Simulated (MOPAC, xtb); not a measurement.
Complex: HF (SMILES F) (first 2 atoms) with C2H3N (SMILES CC#N); geometry from B3LYP-D3(BJ)/def2-TZVP, rigid monomers moved along the line of their centres of mass till H2···N5 is 2.04 Å.
(charge 0, multiplicity 1):
| atom | x (Å) | y (Å) | z (Å) |
|---|---|---|---|
| F | 0.4826 | -0.3172 | -0.3494 |
| H | 0.3599 | -0.1849 | 0.5756 |
| C | -0.2443 | 0.4650 | 5.1248 |
| C | -0.0549 | 0.2615 | 3.7000 |
| N | 0.0945 | 0.1009 | 2.5750 |
| H | -1.2568 | 0.1789 | 5.4097 |
| H | 0.4670 | -0.1422 | 5.6847 |
| H | -0.0886 | 1.5147 | 5.3742 |

Monomers are frozen at their geometry in the pair; levels with a basis set take the counterpoise correction.

The state reached by AM1, PM6 isn't checked.

Programs: MOPAC for AM1, PM6 (differences of heats of formation); xtb for the GFN methods. Each number belongs to the level named beside it.

### Question
One of these levels gives -34.4 kJ/mol for the interaction energy. Which one is it?
(A) GFN1-xTB
(B) AM1
(C) PM6
(D) GFN-FF

### Answer
D, GFN-FF. The others give -3.0 (AM1), -12.3 (PM6), -29.6 (GFN1-xTB)
